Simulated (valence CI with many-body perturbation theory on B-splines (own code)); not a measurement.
Tb XLIII in brief

Calculated by valence CI with perturbative core correlation (CI+MBPT): five valence electrons over a frozen Dirac-Fock core [Ar], a basis of 7 s, 7 p, 8 d, 6 f, 4 g, 1 h functions for each j, with the one-electron correlation potential Σ1 (screened to all orders), the two-electron term Σ2, the three-electron term Σ3, Breit, model QED; selected single and double excitations, second order for the rest, scaled by the run's own slope (own B-spline code, finite nucleus).

No measured spectrum was set against this ion. As an estimate, large intervals hold to a few tenths of a per cent, small ones and those within an open d or f shell to about a per cent. Among the levels kept, up to 550 cm⁻¹ of a level comes from second order outside the variational space, and about a tenth of that is noise between levels of different J, which matters for small intervals. Only levels of the ground parity were solved; by the run's estimate the other parity begins above the list, which can be wrong where configurations are misplaced.

Levels are named by their leading jj configuration (3d3/2^4 stands for four electrons in 3d with j = 3/2), which in mixed levels can hold well under half, so a name can repeat and another be missing.

Rates and lifetimes use the calculated energies. Strong lines usually hold to 10 to 20 %, long lifetimes can be off by a factor of two.

**Question.** What is the ground level?

**Answer.** (3d3/2^4 3d5/2) J=5/2, composition 29 % 3d5 4P + 21 % 3d5 2D + 17 % 3d5 6S, g = 1.377.

**Question.** How well does LS coupling describe the low levels?

**Answer.** Among the lowest 20 levels the leading LS term, summed over configurations, holds 49 % on average. For single configurations the figures are 49 % in LS and 94 % in jj coupling. Terms mix most in the J = 5/2 level at 0.00 eV, where the leading one holds 29 %.

**Question.** What is the ionisation energy?

**Answer.** 3300.9 eV; NIST lists 3300 ± 4 eV (theoretical).
